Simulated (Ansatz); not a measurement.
C₂H₃FOSi (`C#CO[SiH2]F`), relaxed with RKS PBE-D4/def2-SVP in Ansatz 0.2.0 from a rough embedded geometry. The force threshold is 0.03 eV/Å; the program also tests the step.

Total charge 0; spin multiplicity 1.

Start:

```xyz
8

C    -1.844    0.721   -1.036
C    -0.691    0.663   -0.828
O     0.622    0.582   -0.613
Si    1.048   -0.517    0.671
F     2.687   -0.453    0.737
H    -2.922    0.902   -1.249
H     0.609   -1.876    0.366
H     0.491   -0.023    1.950
```

(1) By how much does the energy fall, and how many steps does the optimiser take? (An estimate is asked.)

(2) Which bonds change most? (Best estimate.)

(3) Give the relaxed structure. (Best estimate.)

Results:

(1) Computed: 5.17 kcal/mol, in 5 steps.

(2) The calculation gave: C1–C2 from 1.173 to 1.222 Å; C1–H6 from 1.114 to 1.079 Å; O3–Si4 from 1.744 to 1.709 Å; Si4–H7 from 1.460 to 1.493 Å.

(3) Computed: 
```xyz
8

C    -1.896    0.801   -1.083
C    -0.712    0.653   -0.819
O     0.557    0.504   -0.547
Si    1.074   -0.534    0.708
F     2.691   -0.408    0.684
H    -2.937    0.942   -1.327
H     0.675   -1.934    0.376
H     0.550   -0.024    2.009
```
